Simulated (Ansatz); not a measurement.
SiH2Me(NCO) (C₂H₅NOSi). Total charge 0; singlet. Geometry PBE-D4/def2-SVP.

Cartesian coordinates in Å:
```
Si -0.553 -0.599 -0.112
H -1.983 -0.392 -0.529
H -0.263 -2.074 -0.073
C -0.215 0.199 1.555
H -0.865 -0.251 2.333
H -0.417 1.288 1.519
H 0.841 0.050 1.857
N 0.466 0.115 -1.323
C 1.155 0.595 -2.191
O 1.834 1.069 -3.036
```

HSE06 is defined as in plane-wave codes, on full-range PBE exchange.

Estimate the orbital energies around the gap (eV) in Ansatz with PBE-D4/def2-TZVP, r2SCAN-D4/def2-TZVPD, PBE0-D4/def2-SVP, PBE0-D4/def2-TZVP, HSE06-D4/def2-TZVP.


| orbital | PBE-D4/def2-TZVP | r2SCAN-D4/def2-TZVPD | PBE0-D4/def2-SVP | PBE0-D4/def2-TZVP | HSE06-D4/def2-TZVP |
| --- | --- | --- | --- | --- | --- |
| HOMO−9 | -12.15 | -12.79 | -13.95 | -14.24 | -13.82 |
| HOMO−8 | -11.25 | -11.72 | -12.95 | -13.03 | -12.61 |
| HOMO−7 | -11.17 | -11.64 | -12.91 | -13.00 | -12.57 |
| HOMO−6 | -11.06 | -11.52 | -12.72 | -12.78 | -12.36 |
| HOMO−5 | -10.31 | -10.71 | -11.82 | -11.86 | -11.45 |
| HOMO−4 | -10.00 | -10.39 | -11.47 | -11.53 | -11.12 |
| HOMO−3 | -8.64 | -9.01 | -10.03 | -10.08 | -9.67 |
| HOMO−2 | -8.56 | -8.89 | -9.95 | -9.98 | -9.57 |
| HOMO−1 | -7.11 | -7.45 | -8.35 | -8.48 | -8.08 |
| HOMO | -7.11 | -7.44 | -8.35 | -8.47 | -8.07 |
| LUMO | -0.55 | -0.29 | 0.69 | 0.33 | -0.04 |
| LUMO+1 | -0.27 | -0.07 | 0.92 | 0.59 | 0.22 |
| LUMO+2 | -0.26 | -0.03 | 1.20 | 0.75 | 0.37 |
| LUMO+3 | 0.50 | 0.64 | 2.03 | 1.42 | 1.05 |
| LUMO+4 | 1.07 | 0.92 | 2.76 | 1.85 | 1.48 |
| LUMO+5 | 1.11 | 1.09 | 3.06 | 2.05 | 1.67 |
